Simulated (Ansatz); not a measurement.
Born–Oppenheimer molecular dynamics of Cl3HOZr (6 atoms, charge 0, multiplicity 1). It starts from a relaxed structure.

Theory: RHF/def2-SVP (Ansatz 0.2.0).

```yaml
ensemble: NVE (Milne-controlled integrator)
time_step: 1 fs
steps_asked: 300
starting_velocities_drawn_for: 1000 K
masses: H 2.014 u
seed: 219841
```

Frames 2 fs apart, positions in Å.

Velocities at 50 fs (Å/ps):

```
Zr -1.85 0.11 -1.88
Cl -0.88 -2.53 1.23
Cl 0.25 0.46 -1.06
O 6.59 -1.73 1.97
H 2.11 -16.68 3.82
Cl 2.29 3.52 3.56
```

```xyz
6
Properties=species:S:1:pos:R:3 time_fs=50 energy_less_start_eV=0.337 T=348
Zr -0.095 -0.045 -0.004
Cl -0.057 -0.259 2.428
Cl 2.088 0.149 -0.934
O -0.940 1.332 -0.838
H -1.202 1.981 -1.446
Cl -0.905 -2.155 -0.503
6
Properties=species:S:1:pos:R:3 time_fs=52 energy_less_start_eV=0.408 T=210
Zr -0.098 -0.045 -0.007
Cl -0.059 -0.264 2.430
Cl 2.088 0.150 -0.936
O -0.928 1.329 -0.835
H -1.203 1.959 -1.446
Cl -0.901 -2.148 -0.496
6
Properties=species:S:1:pos:R:3 time_fs=54 energy_less_start_eV=0.432 T=164
Zr -0.100 -0.046 -0.010
Cl -0.060 -0.268 2.431
Cl 2.089 0.151 -0.938
O -0.919 1.330 -0.832
H -1.215 1.958 -1.464
Cl -0.897 -2.143 -0.490
6
Properties=species:S:1:pos:R:3 time_fs=56 energy_less_start_eV=0.446 T=137
Zr -0.101 -0.048 -0.011
Cl -0.062 -0.272 2.432
Cl 2.089 0.152 -0.939
O -0.915 1.337 -0.833
H -1.232 1.964 -1.485
Cl -0.894 -2.139 -0.484
6
Properties=species:S:1:pos:R:3 time_fs=58 energy_less_start_eV=0.416 T=195
Zr -0.101 -0.051 -0.011
Cl -0.064 -0.275 2.432
Cl 2.089 0.152 -0.941
O -0.915 1.349 -0.838
H -1.245 1.964 -1.494
Cl -0.892 -2.135 -0.480
6
Properties=species:S:1:pos:R:3 time_fs=60 energy_less_start_eV=0.370 T=284
Zr -0.100 -0.053 -0.010
Cl -0.066 -0.278 2.431
Cl 2.090 0.153 -0.942
O -0.920 1.368 -0.847
H -1.255 1.957 -1.492
Cl -0.891 -2.134 -0.476
6
Properties=species:S:1:pos:R:3 time_fs=62 energy_less_start_eV=0.353 T=318
Zr -0.098 -0.056 -0.008
Cl -0.068 -0.280 2.429
Cl 2.090 0.153 -0.944
O -0.927 1.388 -0.857
H -1.270 1.959 -1.494
Cl -0.890 -2.134 -0.473
6
Properties=species:S:1:pos:R:3 time_fs=64 energy_less_start_eV=0.328 T=366
Zr -0.095 -0.059 -0.005
Cl -0.070 -0.281 2.426
Cl 2.090 0.154 -0.945
O -0.935 1.408 -0.866
H -1.295 1.978 -1.512
Cl -0.891 -2.136 -0.471
6
Properties=species:S:1:pos:R:3 time_fs=66 energy_less_start_eV=0.336 T=350
Zr -0.091 -0.061 -0.003
Cl -0.072 -0.282 2.422
Cl 2.089 0.154 -0.945
O -0.943 1.425 -0.873
H -1.324 2.006 -1.535
Cl -0.892 -2.139 -0.469
6
Properties=species:S:1:pos:R:3 time_fs=68 energy_less_start_eV=0.361 T=301
Zr -0.088 -0.062 0.001
Cl -0.074 -0.282 2.418
Cl 2.089 0.153 -0.946
O -0.953 1.442 -0.881
H -1.346 2.024 -1.545
Cl -0.894 -2.143 -0.468
6
Properties=species:S:1:pos:R:3 time_fs=70 energy_less_start_eV=0.370 T=285
Zr -0.084 -0.063 0.004
Cl -0.076 -0.282 2.413
Cl 2.088 0.153 -0.946
O -0.962 1.458 -0.888
H -1.359 2.029 -1.536
Cl -0.896 -2.149 -0.468
6
Properties=species:S:1:pos:R:3 time_fs=72 energy_less_start_eV=0.395 T=235
Zr -0.080 -0.062 0.007
Cl -0.078 -0.282 2.408
Cl 2.088 0.152 -0.946
O -0.971 1.470 -0.894
H -1.368 2.029 -1.521
Cl -0.899 -2.156 -0.469
```

Of the whole run (300 fs, mean temperature of the second half 472 K): The conserved energy stayed within 0.066 meV per atom of its start (net change -0.00033 meV per atom), so the integration is sound. Over the second half the temperature averaged 0.47 of the 1000 K drawn at the start: a run that starts near a minimum puts about half its kinetic energy into the potential. A run of 0.3 ps of so small a system gives no equilibrium averages.

Run time: 16 min on 1 thread of Arm Neoverse V1, on a shared host, peak memory 0.22 GiB.
